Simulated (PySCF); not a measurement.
**Cost of excited-state runs on `C[C@@H]1C[Si@@H]([AsH][SiH3])O1`, C3H11AsOSi2**

Geometry:
| atom | x (Å) | y (Å) | z (Å) |
| --- | --- | --- | --- |
| C1 | -2.715 | -0.540 | -0.980 |
| C2 | -1.625 | -0.543 | 0.072 |
| C3 | -1.374 | 0.821 | 0.716 |
| Si4 | 0.307 | 0.698 | -0.180 |
| As5 | 2.224 | 0.338 | 1.046 |
| Si6 | 3.443 | -0.519 | -0.739 |
| O7 | -0.348 | -0.787 | -0.526 |
| H8 | -2.741 | -1.497 | -1.496 |
| H9 | -2.513 | 0.243 | -1.708 |
| H10 | -3.681 | -0.359 | -0.514 |
| H11 | -1.807 | -1.341 | 0.800 |
| H12 | -1.359 | 0.781 | 1.802 |
| H13 | -2.080 | 1.581 | 0.399 |
| H14 | 0.317 | 1.557 | -1.383 |
| H15 | 2.711 | 1.745 | 0.808 |
| H16 | 4.861 | -0.628 | -0.356 |
| H17 | 2.982 | -1.864 | -1.091 |
| H18 | 3.391 | 0.318 | -1.947 |

PySCF with density fitting, on 1 thread of an Intel Xeon Platinum 8375C, shared host. Command: `OMP_NUM_THREADS=1 python excited_run.py task.json out`

Q: How long does this run take, and how much memory?
- circular dichroism and optical rotation, BHandHLYP/def2-SVPD; 16 states

A: 
```tsv
run	level	basis functions	wall time	peak memory (GiB)
circular dichroism and optical rotation	BHandHLYP/def2-SVPD	257	2.9 min	1.2
```
Times from a shared host are rough.
